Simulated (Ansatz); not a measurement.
C2H5BClF (SMILES BC(F)CCl): the energy to break a bond

C2H5BClF: 10 atoms, total charge 0, spin state singlet. SMILES: `BC(F)CCl`. Geometry: optimised at PBE0/def2-SVP. This is one conformer, not always the lowest.

| atom | x (Å) | y (Å) | z (Å) |
| --- | --- | --- | --- |
| B | -1.3119 | -0.7164 | -0.2761 |
| C | 0.1750 | -0.4892 | 0.1419 |
| F | 0.5221 | -1.0692 | 1.3400 |
| C | 0.6660 | 0.9398 | 0.0980 |
| Cl | 2.4445 | 1.0571 | 0.2209 |
| H | -2.0048 | -1.4994 | 0.3225 |
| H | -1.7256 | -0.1605 | -1.2653 |
| H | 0.7022 | -1.0458 | -0.6738 |
| H | 0.2507 | 1.5143 | 0.9378 |
| H | 0.3649 | 1.4184 | -0.8433 |

Wanted: the dissociation energy of the H8–C2 bond into doublet H and doublet C2H4BClF (shapes relaxed at PBE0/def2-SVP, no zero-point term). 1 Eh = 2625.50 kJ/mol = 27.2114 eV. Totals in Eh; open shells run unrestricted unless said.

| level | program | C2H5BClF | doublet H | doublet C2H4BClF |
| --- | --- | --- | --- | --- |
| PBE/def2-SVP | Ansatz | -663.332822 | -0.498629 | -662.709801 |
| B3LYP/def2-SVP | Ansatz | -663.793190 | -0.501259 | -663.162440 |

Q: Work out the dissociation energy at each level.

A: 
1. PBE/def2-SVP: (-0.498629) + (-662.709801) − (-663.332822) = 0.124392 Eh = 326.6 kJ/mol = 3.38 eV.
2. B3LYP/def2-SVP: (-0.501259) + (-663.162440) − (-663.793190) = 0.129491 Eh = 340.0 kJ/mol = 3.52 eV.

The levels span 327 to 340 kJ/mol; no measured value is set beside them. A bond enthalpy at 298 K also holds the loss of zero-point energy and thermal terms.
